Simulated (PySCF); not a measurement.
Mapped SMILES: `[CH3:1][Si@H:2]([SiH3:3])[Si@@H:4]([CH3:5])[SiH3:6]`. Each H is labelled by its parent atom.

- structure optimised with GFN2-xTB
- GIAO PBE0/pcSseg-1 shieldings
- code: PySCF
- a single conformation, no relativistic terms, gas phase, fast rotation and ring inversion assumed for equivalent nuclei

Scale: 13C (σref 186.93) and 1H (σref 31.72) and 29Si (σref 349.16) against TMS (reference shieldings calculated alike).

```tsv
atoms	nucleus	count	δ (ppm)
H(Si2)/H(Si4)	1H	2	?
H(Si3)/H(Si6)	1H	6	3.49
Si3/Si6	29Si	2	-113.4
C1/C5	13C	2	-6.3
H(C1)/H(C5)	1H	6	0.23
Si2/Si4	29Si	2	?
```

**Question.** Fill in the missing shifts.

**Answer.** 
- H(Si2)/H(Si4): 3.99 ppm, hydrogen on a silicon bonded to C, 2 Si
- Si2/Si4: -81.2 ppm, silicon bonded to C, 2 Si, H

Shifts are as computed. Against solution values, carbons near 30 ppm lie about +3 ppm off and those near 130 ppm about +5 ppm. Of 1309 compounds with measured shifts, 239 miss one by over three times the rms of a fit or turn the order of signals round; such compounds aren't used in these exercises.
